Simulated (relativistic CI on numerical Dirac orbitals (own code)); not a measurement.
Input to a radial Dirac CI calculation:

```
atom Sn  Z=50  charge=48  electrons=2
nucleus A=120  rms_radius_fm=4.6519
hamiltonian dirac-coulomb  breit=on  qed=on  c_scale=1
orbitals kli  potential=per-configuration
slater_scale 1
correlation none
mixing on
configurations
  1s2
  1s 2p
  1p 2p
  1s 1p
end
```

**Question.** How did the run end?

**Answer.** The self-consistent field of one configuration failed: SCF of 1p 2p ended with code -1.
